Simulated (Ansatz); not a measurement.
The cluster PdSe2⁻, relaxed as a quartet with UKS PBE0-D4/def2-TZVPD in Ansatz, starting from the PBE0-D4/def2-TZVPD geometry of the charge -1 doublet. Force threshold 0.02 eV/Å.

In the def2 sets Pd takes a core potential; there is no spin–orbit coupling. The highest occupied level of the charge -1 quartet lies above zero (up to 0.65 eV). It is a level of α spin, whose loss leaves a triplet; that state wasn't run at this geometry and level. The electron is either unbound and held by the finite basis, or the level is raised by self-interaction error. The relaxation made no stability test and no search for a lower SCF solution. At PBE0-D4/def2-TZVPD a doublet of charge -1 lies 1.06 eV below the quartet, each at its own geometry. Another isomer (doublet) lies 0.38 eV lower at r2SCAN-D4/def2-TZVPD.

Start:

```xyz
3

Pd   -0.126    1.052    0.919
Se   -0.719   -1.182    0.185
Se    0.845    0.130   -1.104
```

| step | energy (eV) | largest force component (eV/Å) | SCF passes |
| --- | --- | --- | --- |
| 1 | -134166.0884 | 1.290 | 22 |
| 2 | -134166.1923 | 0.308 | 35 |
| 3 | -134166.1990 | 0.017 | 38 |

Force components are those of the run's own axes.

End:

```tsv
atom	x (Å)	y (Å)	z (Å)
Pd1	-0.1311	1.0945	0.9560
Se2	-0.6720	-1.1665	0.1298
Se3	0.8030	0.0720	-1.0859
```

By distances, no bond broke or formed. The bond that changes most is Se2–Se3, from 2.41 to 2.28 Å (atoms count from 1).

No frequencies were taken in this run, so the end may be a saddle point.

Hardware: 4 threads of Arm Neoverse V1 on a shared host. Wall time 14 s.
